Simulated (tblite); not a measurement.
Input of a run (GFN2-xTB geometry optimisation, gas phase (tblite 0.8.0)), started from a force field or distance geometry:
```
{"job": {"kind": "relax", "xc": "GFN2-xTB", "basis": "xTB"}, "charge": 0, "multiplicity": 1}
C     -2.504100    -0.944700    -0.913100
C     -1.636300    -1.104200     0.306400
C     -0.438700    -0.201400     0.297800
C     -0.347500     1.096800     0.880500
C     -1.380300     1.823300     1.668900
N      0.848500     1.637900     0.683700
N      1.531300     0.725000    -0.039700
Si     3.216100     1.040800    -0.538600
C      0.791600    -0.413500    -0.304900
C      1.274100    -1.579700    -1.085800
H     -2.896400     0.080400    -0.991500
H     -3.373600    -1.623500    -0.857500
H     -1.964500    -1.162900    -1.820800
H     -1.293000    -2.151200     0.384000
H     -2.232400    -0.910400     1.217600
H     -1.591000     1.309200     2.615700
H     -2.308800     1.895700     1.092500
H     -1.057100     2.838500     1.898300
H      4.092400    -0.081500    -0.100300
H      3.298800     1.095400    -2.025000
H      3.753100     2.313200     0.018500
H      2.126400    -2.051800    -0.587900
H      1.588300    -1.267000    -2.084300
H      0.491500    -2.344500    -1.204200
```

Output (eV, eV/Å):
```
step      E/eV     max force
  0    -809.18310    1.528
  1    -809.26524    0.589
  2    -809.28690    0.392
  3    -809.30246    0.281
  4    -809.31078    0.278
  5    -809.32188    0.258
  6    -809.33042    0.223
  7    -809.33775    0.194
  8    -809.34315    0.191
  9    -809.34757    0.177
 10    -809.35077    0.154
 11    -809.35302    0.123
 12    -809.35435    0.103
 13    -809.35519    0.098
 14    -809.35593    0.058
 15    -809.35668    0.055
 16    -809.35740    0.068
 17    -809.35802    0.073
 18    -809.35856    0.052
 19    -809.35902    0.049
 20    -809.35941    0.044
 21    -809.35971    0.044
 22    -809.35999    0.057
 23    -809.36032    0.059
 24    -809.36073    0.045
 25    -809.36116    0.048
 26    -809.36151    0.041
 27    -809.36174    0.038
 28    -809.36190    0.030
 29    -809.36202    0.031
 30    -809.36211    0.029
 31    -809.36219    0.025
 32    -809.36229    0.029
 33    -809.36241    0.038
 34    -809.36254    0.031
 35    -809.36265    0.021
 36    -809.36272    0.019
 37    -809.36279    0.020
 38    -809.36284    0.018
 39    -809.36289    0.016
 40    -809.36294    0.016
 41    -809.36300    0.020
 42    -809.36306    0.025
 43    -809.36312    0.016
 44    -809.36317    0.015
 45    -809.36322    0.017
 46    -809.36327    0.019
 47    -809.36334    0.022
 48    -809.36342    0.017
 49    -809.36349    0.016
 50    -809.36354    0.014
 51    -809.36359    0.017
 52    -809.36363    0.016
 53    -809.36367    0.013
 54    -809.36370    0.013
 55    -809.36373    0.014
 56    -809.36376    0.012
 57    -809.36378    0.010
 58    -809.36380    0.010
 59    -809.36383    0.013
 60    -809.36388    0.021
 61    -809.36394    0.024
 62    -809.36402    0.022
 63    -809.36412    0.020
 64    -809.36423    0.021
 65    -809.36434    0.026
 66    -809.36444    0.023
 67    -809.36450    0.018
 68    -809.36456    0.019
 69    -809.36461    0.018
 70    -809.36466    0.018
 71    -809.36470    0.011
 72    -809.36472    0.011
 73    -809.36473    0.009
```

**Question.** Summarise the run.

**Answer.** The energy falls by 17.5 kJ/mol over 73 L-BFGS steps, the largest force on an atom goes from 1.53 to 0.009 eV/Å, and the atoms move by 0.098 Å rms after alignment. The bond that changes most is Si8–H21 (SiH3 silicon to Si–H hydrogen), which shortens by 0.038 Å. Bonds longer at the end by more than 0.005 Å: 2 of 24; shorter: 16. Among the angles that change most is N7–Si8–H21, from 112.8° to 104.2°. The energy never rose by more than 1e-5 eV on the way. The first step brought 45 % of the lowering.

**Question.** What are the final bond lengths?

**Answer.** C1–C2 1.530 Å, C2–C3 1.493 Å, C3–C4 1.420 Å, C4–C5 1.487 Å, C4–N6 1.313 Å, N6–N7 1.352 Å, N7–Si8 1.749 Å, N7–C9 1.363 Å, C9–C10 1.485 Å, C3–C9 1.376 Å, C1–H11 1.088 Å, C1–H12 1.088 Å, C1–H13 1.088 Å, C2–H14 1.093 Å, C2–H15 1.092 Å, C5–H16 1.090 Å, C5–H17 1.089 Å, C5–H18 1.086 Å, Si8–H19 1.466 Å, Si8–H20 1.467 Å, Si8–H21 1.451 Å, C10–H22 1.090 Å, C10–H23 1.090 Å, C10–H24 1.087 Å. Numbering counts from 1 in the input's order; the species is `CCc1c(C)nn([SiH3])c1C`.

The run took 0.62 s wall on Arm Neoverse V2, one thread, shared host.

Its GFN2-xTB frequencies are all real (lowest 40 cm⁻¹). One conformer, not necessarily the lowest.

Conformer computed: `[CH3:1][CH2:2][c:3]1[c:4]([CH3:5])[n:6][n:7]([SiH3:8])[c:9]1[CH3:10]`: C1–C2–C3–C4 92°.
